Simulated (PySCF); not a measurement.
**Broadened absorption spectrum of CH11NOSi3**

Species: CH₁₁NOSi₃.
SMILES with atom numbers: `[CH3:1][NH:2][Si@H:3]([SiH3:4])[O:5][SiH3:6]` (hydrogens: H7, H8, H9 on C1; H10 on N2; H11 on Si3; H12, H13, H14 on Si4; H15, H16, H17 on Si6)

Structure used (PBE0-D3(BJ)/def2-SVP), in Å, numbered top down from 1:
```xyz
17
CH11NOSi3 angstrom
C     -0.6666    1.8021    0.9463
N     -0.4513    1.3102   -0.3929
Si    -0.3166   -0.3337   -0.8841
Si    -1.9701   -1.6771    0.0897
O      1.1286   -1.0468   -0.4246
Si     2.6855   -0.5204   -0.1833
H      0.2261    2.2910    1.3777
H     -1.5019    2.5221    0.9964
H     -0.9251    0.9668    1.6162
H     -0.2957    2.0317   -1.0875
H     -0.3867   -0.3024   -2.3764
H     -3.3317   -1.1799   -0.2853
H     -1.8385   -3.0939   -0.3701
H     -1.8624   -1.6579    1.5832
H      3.5540   -1.7118    0.0297
H      2.7639    0.3642    1.0198
H      3.1828    0.2462   -1.3685
```

Method: PySCF, TDDFT CAM-B3LYP/def2-SVPD, vertical, gas phase, core orbitals frozen in the response.

Computed states:

| state | E (eV) | f |
| --- | --- | --- |
| S1 | 6.00 | 0.010 |
| S2 | 6.66 | 0.034 |
| S3 | 6.97 | 0.026 |
| S4 | 7.08 | 0.045 |
| S5 | 7.23 | 0.011 |
| S6 | 7.44 | 0.025 |
| S7 | 7.59 | 0.0029 |
| S8 | 7.62 | 0.113 |
| S9 | 7.65 | 0.025 |
| S10 | 7.82 | 0.095 |

Broadening: Gaussians 0.25 eV wide at half height, area fixed by f = 4.319×10⁻⁹ ∫ε dν̃. The width is an assumption, not a result. The curve ends short of the highest state used, and states not computed would add to its high-energy end.

**Question.** What does the envelope look like, and where are its maxima?

**Answer.** 
```csv
λ (nm),ε (L mol⁻¹ cm⁻¹)
171.8,3841
172.7,4808
173.6,5832
174.5,6666
175.4,7096
176.2,7047
177.1,6519
178.0,5620
178.9,4556
179.8,3555
180.6,2871
181.5,2445
182.4,2405
183.3,2676
184.2,3100
185.0,3449
185.9,3657
186.8,3580
187.7,3219
188.6,2657
189.5,2016
190.3,1472
191.2,957
192.1,576
193.0,322
193.9,168
194.7,90
195.6,47
196.5,34
197.4,44
198.3,75
199.1,123
200.0,206
200.9,323
201.8,470
202.7,639
203.5,794
204.4,950
205.3,1067
206.2,1125
207.1,1115
208.0,1042
208.8,934
209.7,783
210.6,620
211.5,466
212.4,332
213.2,235
214.1,152
215.0,94
215.9,55
216.8,31
217.6,18
218.5,9
219.4,5
220.3,2
```

Maxima: 207 nm (6.00 eV), ε about 1100, made up of S1 (100%); 186 nm (6.66 eV), ε about 3700, made up of S2 (99%); 176 nm (7.06 eV), ε about 7100, made up of S3 (29%) and S4 (67%) (ε in L mol⁻¹ cm⁻¹; maxima over ε = 5, shares over 10%).

**Question.** Coming from long wavelengths, where does ε first pass 100 L mol⁻¹ cm⁻¹?

**Answer.** At about 215 nm (5.77 eV), 0.23 eV below S1.

**Question.** What would ε be at 7.06 eV, the highest of these maxima, with half the width (0.125 eV)?

**Answer.** About 10400 L mol⁻¹ cm⁻¹ against 7130, a factor of about 1.5; a lone state at its own centre would give exactly 2.

**Question.** On this curve, what absorbance would a 10⁻³ mol/L sample give at 193 nm over a 1 cm path?

**Answer.** 193 nm is 6.424 eV, where ε is about 320 L mol⁻¹ cm⁻¹, so A = ε c l ≈ 0.32 (Beer–Lambert, with the gas-phase spectrum and the assumed width).

All these states lie below the vertical ionisation energy of 9.05 eV (ΔSCF).

One conformer stands for the species.
